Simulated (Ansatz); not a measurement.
Molecule: TiO₂, charge 0, multiplicity 1. SMILES: [O]=[Ti]=[O]
Coordinates optimised at B3LYP-D3(BJ)/def2-TZVP (Ansatz, an electronic-structure program):
```
Ti
O 1 1.6409
O 1 1.6409 2 111.96
```

Quantity: atomisation energy, in kcal/mol. Terms: 6-31G* and kin with 6d, 5d where marked; non-relativistic; no spin-orbit coupling; open shells spin-unrestricted; LANL2DZ with its own core potentials from Na on; valence correlation only (noble-gas shells and the d and f shells of earlier blocks); dispersion terms only where a functional's name holds one; atomisation electronic, to ground-state atoms. Ab initio and DFT rows: single points at B3LYP-D3(BJ) geometries (Ansatz).

| level | program | atomisation energy (kcal/mol) |
|---|---|---|
| HF/LANL2DZ | Ansatz | 49.3 |
| HF/6-31G* with LANL2DZ past Ar | Ansatz | 75.8 |
| PBE/def2-SVP | Ansatz | 350.7 |
| B3LYP/LANL2DZ | Ansatz | 282.4 |
| B3LYP/def2-SVP | Ansatz | 299.4 |
| B3LYP/6-31G* with LANL2DZ past Ar | Ansatz | 297.0 |
| PBE0/6-31G* with LANL2DZ past Ar | Ansatz | 293.9 |
| MP2/LANL2DZ | Ansatz | 281.9 |
| MP2/6-31G* with LANL2DZ past Ar | Ansatz | 306.7 |
| B3LYP/def2-TZVPD | Ansatz | 298.6 |
| PBE0/def2-TZVPD | Ansatz | 296.4 |
| B2PLYP-D3(BJ)/def2-TZVPD | Ansatz + dftd3 | 308.9 |

No value to compare with is used here. The 9 habitual levels span 49.3 (HF/LANL2DZ) to 350.7 kcal/mol (PBE/def2-SVP); PBE0/def2-TZVPD gives 296.4.

The levels are drawn from those run, B3LYP/6-31G* more often than the rest, none by its result; left out are runs that failed, that the program found above a lower state of the same kind, or whose <S^2> lies over 0.5 above the pure value.
